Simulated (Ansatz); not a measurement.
C2H7NOSi can be A, `C/C(O)=N\[SiH3]`, or B, `NC1([SiH3])CO1`.

Program: Ansatz. Geometries: PBE0-D4/def2-TZVP. ΔE: electronic, gas phase. CCSD(T)/CBS adds triple-zeta CCSD(T) − MP2 to the extrapolated MP2 energy (def2 sets, frozen cores). Functionals use def2-TZVPP. B3LYP here is the variant with VWN-RPA as its local correlation; programs differ in this. Each species was taken in one conformer, which may not be the lowest.

A:

```xyz
12

C    -0.1029    1.4365    0.6501
C     0.6076    0.5837   -0.3506
O     1.5620    1.2943   -0.9811
N     0.4260   -0.6271   -0.6443
Si   -0.6719   -1.8072   -0.0588
H    -0.5514    2.2949    0.1454
H    -0.8749    0.8746    1.1702
H     0.6161    1.8278    1.3730
H     1.9759    0.6845   -1.6080
H    -1.4917   -2.2959   -1.1970
H    -1.6021   -1.3218    1.0064
H     0.1072   -2.9443    0.4947
```

B:

```xyz
12

N     1.0711    1.0299   -0.5918
C     0.2373   -0.0236   -0.1655
Si   -0.8116    0.3458    1.3557
C    -0.2331   -1.0044   -1.1404
O     0.7581   -1.3825   -0.2040
H     1.7371    1.2991    0.1205
H     1.5726    0.8100   -1.4435
H    -1.5653   -0.8800    1.7166
H    -1.7547    1.4583    1.0754
H     0.0821    0.7425    2.4771
H     0.1100   -0.9097   -2.1703
H    -1.2035   -1.4856   -1.0298
```

Which isomer does CCSD(T)/CBS put lower? Give the gap. (An estimate is asked.)

Computed: A, by 188.9 kJ/mol.

Give E(B) − E(A) in kJ/mol with CCSD(T)/def2-TZVPP, PBE0-D4, r2SCAN-D4, MP2/def2-TZVPP, CCSD/def2-TZVPP, B3LYP-D4, B3LYP. (An estimate is asked.)

Computed: CCSD(T)/def2-TZVPP 189.2, PBE0-D4 181.5, r2SCAN-D4 190.9, MP2/def2-TZVPP 188.7, CCSD/def2-TZVPP 190.9, B3LYP-D4 198.4, B3LYP 199.6. None reverses the order clearly.

Largest T1 diagnostic: 0.013.

From PBE to PBE0 (25 % exact exchange), in def2-TZVPP and without D4, E(B) − E(A) moves by +3.1 kJ/mol. In def2-TZVPP, CCSD(T) changes the Hartree–Fock value by −30.7 kJ/mol (the triples alone add −1.7 kJ/mol) and MP2 by −31.2 kJ/mol.
